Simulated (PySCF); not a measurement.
Species: C5H10OSi.
Structure used (GFN2-xTB), in Å, numbered top down from 1:
```
atom  x, y, z in Å
O1     3.374   -1.205    0.115
C2     2.825   -0.226    0.553
Si3    1.371    0.674   -0.317
C4    -0.181    0.364    0.738
C5    -0.747   -1.070    0.657
C6    -1.878   -0.555   -0.243
C7    -1.488    0.887    0.107
H8     3.170    0.190    1.527
H9     1.691    2.107   -0.326
H10    1.227    0.133   -1.666
H11   -0.025    0.714    1.761
H12   -0.098   -1.827    0.219
H13   -1.106   -1.436    1.618
H14   -1.719   -0.788   -1.293
H15   -2.885   -0.857    0.036
H16   -1.379    1.568   -0.735
H17   -2.158    1.341    0.836
```

Method used: TDDFT B3LYP/def2-SVPD, vertical, gas phase, core orbitals frozen in the response (PySCF).

Ground-to-excited transition dipoles (e·a0, same axes as the geometry; the sign carries no meaning), for the states with f of 0.002 or more among the lowest 8:

```json
{"state": "S2", "E (eV)": "5.598", "μx": "-0.633", "μy": "0.123", "μz": "0.056"}
{"state": "S3", "E (eV)": "6.090", "μx": "0.358", "μy": "0.022", "μz": "0.316"}
{"state": "S4", "E (eV)": "6.126", "μx": "0.168", "μy": "-0.036", "μz": "0.139"}
{"state": "S5", "E (eV)": "6.225", "μx": "-0.059", "μy": "0.151", "μz": "-0.027"}
{"state": "S6", "E (eV)": "6.262", "μx": "0.367", "μy": "-0.196", "μz": "0.027"}
{"state": "S7", "E (eV)": "6.624", "μx": "0.363", "μy": "-0.113", "μz": "0.115"}
{"state": "S8", "E (eV)": "6.805", "μx": "0.176", "μy": "-0.064", "μz": "0.343"}
```

Work out the oscillator strengths.

f = (2/3) ΔE |μ|² with ΔE in hartree (27.2114 eV).

| state | \|μ\|² (au) | \|μ\| (D) | f |
| --- | --- | --- | --- |
| S2 | 0.420 | 1.65 | 0.058 |
| S3 | 0.229 | 1.22 | 0.034 |
| S4 | 0.049 | 0.56 | 0.007 |
| S5 | 0.027 | 0.42 | 0.004 |
| S6 | 0.174 | 1.06 | 0.027 |
| S7 | 0.157 | 1.01 | 0.026 |
| S8 | 0.153 | 0.99 | 0.025 |

What angle do the transition dipoles of S2 and S7 make?

|cos θ| = |μa·μb| / (|μa| |μb|) = 0.92, so θ ≈ 23° (taken between 0 and 90°, since the signs are arbitrary).

What peak molar absorption coefficient would the strongest computed level give as a lone Gaussian band 0.5 eV wide at half height?

ε(max) = 2.175×10⁸ f / FWHM, with the width in cm⁻¹. S2: 2.175×10⁸ × 0.0575 / 4033 ≈ 3100 L mol⁻¹ cm⁻¹.

One conformer stands for the species.
